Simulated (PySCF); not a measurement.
Z-matrix (Å, degrees):
```
C
C 1 1.3294
H 2 1.0847 1 121.56
H 2 1.0847 3 117.09 1 179.92
C 1 1.4964 2 121.83 3 0.12
H 5 1.0905 1 111.49 2 3.25
H 5 1.0942 6 108.04 1 122.65
H 5 1.0954 6 108.43 7 115.19
C 1 1.5016 2 121.53 3 179.87
H 9 1.0932 1 109.04 2 -5.93
H 9 1.0975 10 106.67 1 117.36
C 9 1.5252 10 109.54 11 117.65
H 12 1.0921 9 111.79 10 -175.42
H 12 1.0921 13 107.47 9 -121.71
H 12 1.0927 13 107.86 14 -116.26
```
Charge 0, multiplicity 1.

Give the HOMO–LUMO gap, total energy, dipole moment, HOMO and LUMO at the level PBE0-D3(BJ)/def2-TZVP (PySCF 2.14.0).


The HOMO–LUMO gap is 7.55 eV and the total energy is -196.3666 Ha. The dipole moment comes out as 0.57 D and the HOMO comes out as -7.03 eV. The LUMO is 0.52 eV.
